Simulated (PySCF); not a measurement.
# Dipole polarisabilities along group 14

Calculated with PySCF 2.14 for the ground configurations, without spin-orbit coupling: coupled response for Hartree-Fock and DFT, finite fields for MP2 and CCSD(T), with C 1s2; Si [Ne]; Ge [Ar] 3d10; Sn [Kr] 4d10; Pb [Xe] 4f14 5d10 frozen. Mean α in bohr³, C₆ of like pairs in atomic units.

| species | α UHF | α PBE | α PBE0 | α MP2 | α CCSD(T) | α recommended (Schwerdtfeger and Nagle) | C₆ UHF | C₆ PBE | C₆ PBE0 |
| --- | --- | --- | --- | --- | --- | --- | --- | --- | --- |
| C [He] 2s2 2p2 (x2c-TZVPPall with one added diffuse shell each of s, p, d type, spin-free X2C) | 11.91 | 13.35 | 12.61 | 11.41 | 11.59 | 11.3 ± 0.4 | 46.08 | 54.42 | 50.56 |
| Si [Ne] 3s2 3p2 (x2c-TZVPPall with one added diffuse shell each of s, p, d type, spin-free X2C) | 38.47 | 41.38 | 39.68 | 37.51 | 36.91 | 37.3 ± 0.7 | 316.7 | 341.2 | 325.2 |
| Sn [Kr] 4d10 5s2 5p2 (x2c-TZVPPall with one added diffuse shell each of s, p, d, f type, spin-free X2C) | 56.98 | 61.89 | 58.67 | 56.93 | 56.95 | 53 ± 6 | 635.5 | 681.2 | 644.4 |
| Pb [Xe] 4f14 5d10 6s2 6p2 (x2c-TZVPPall with one added diffuse shell each of s, p, d, f type, spin-free X2C) | 61.40 | 67.93 | 63.68 | 61.71 | 61.95 | 47 ± 3 | 721.3 | 788.2 | 736.6 |

(1) Fill in the row of Ge [Ar] 3d10 4s2 4p2 (x2c-TZVPPall with one added diffuse shell each of s, p, d type, spin-free X2C).

Hartree-Fock lacks correlation. PBE lies above the recommended values here, as self-interaction makes its density too diffuse. MP2 and CCSD(T) carry the error of the frozen core. All values carry a basis error, and heavy open shells lack spin-orbit coupling.

## Answers

(1) α UHF 41.79; α PBE 45.60; α PBE0 43.36; α MP2 41.07; α CCSD(T) 40.79; α recommended (Schwerdtfeger and Nagle) 40 ± 1; C₆ UHF 368.9; C₆ PBE 399.4; C₆ PBE0 378.3.
